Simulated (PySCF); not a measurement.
Computed shifts of a molecule ClGeH6NSi, B3LYP/pcSseg-1 in PySCF, GIAO, gas phase, atoms alike by connectivity averaged where their shifts nearly agree, in ppm (number of nuclei): ¹⁵N: 45.3 (1). ²⁹Si: 0.1 (1). ¹H: 5.79 (1), 3.79 (3), 1.75 (1), 1.40 (1). References: ¹⁵N against NH3 (σ = 265.5 ppm); ²⁹Si against TMS (σ = 338.7 ppm); ³⁵Cl against HCl (σ = 933.3 ppm); ⁷³Ge against GeH4 (σ = 1631.8 ppm); ¹H against TMS (σ = 31.68 ppm), references at their B3LYP-D3(BJ)/def2-TZVP geometries, non-relativistic (without spin–orbit terms, shifts of atoms bonded to Cl or Br come out too high). The structure is a stationary point at PBE0-D3(BJ)/def2-SVP. The values are those of a single conformer.

### Question
Identify the compound among the candidates.
(A) [SiH3][NH][GeH2][Cl]
(B) N[SiH2][GeH2][Cl]
(C) N[Si@@H](Cl)[GeH3]
(D) [NH2][GeH2][SiH2]Cl

### Answer
C, N[Si@@H](Cl)[GeH3]
